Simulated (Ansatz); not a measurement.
System: Be2H2 (charge 0, singlet). 
Structure (B3LYP-D3(BJ)/def2-TZVP (Ansatz, an electronic-structure program) minimum search):
```xyz
4

H      0.0000     0.0000    -2.3848
Be     0.0000     0.0000    -1.0462
Be     0.0000     0.0000     1.0462
H      0.0000     0.0000     2.3848
```

Basis-set convergence of Hartree-Fock and CCSD(T) correlation energies (hartree) with Ansatz. Valence correlation only, unless marked. Spin-orbit coupling is left out. Non-relativistic.

| basis | functions | E(HF) | E(corr, CCSD(T)) |
|---|---|---|---|
| def2-SVPD | 40 | -30.35288 | -0.09146 |
| def2-TZVPPD | 78 | -30.38551 | -0.11462 |
| def2-QZVPPD | 138 | -30.38928 | -0.12333 |

Extrapolating the two largest sets (X = 3 and 4) as X^-3: E(corr) = (64·(-0.12333) - 27·(-0.11462))/37 = -0.1297 Eh, an estimate of the basis-set limit. The largest set recovers 95.1 % of it, the smallest 70.5 %.
